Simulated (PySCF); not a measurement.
Precursor series Cd CH3-Br. All species are isolated molecules in the gas phase. One relaxed conformer stands for each flexible species; it need not be the lowest.

Level of theory: TPSSh-D3(BJ)/def2-TZVP // PBE-D3(BJ)/def2-SVP (PySCF). All candidates: neutral, multiplicity 1. 

- HOMO = -6.21 eV
- LUMO = -0.26 eV
- HOMO–LUMO gap = 5.94 eV

Say which member has these values.
(A) [Cd(CH3)2]
(B) [Cd(CH3)(Br)]
(C) [Cd(Br)2]

A, [Cd(CH3)2]. The others give [Cd(CH3)(Br)]: -7.20 eV, -1.34 eV, 5.85 eV; [Cd(Br)2]: -7.72 eV, -2.77 eV, 4.95 eV
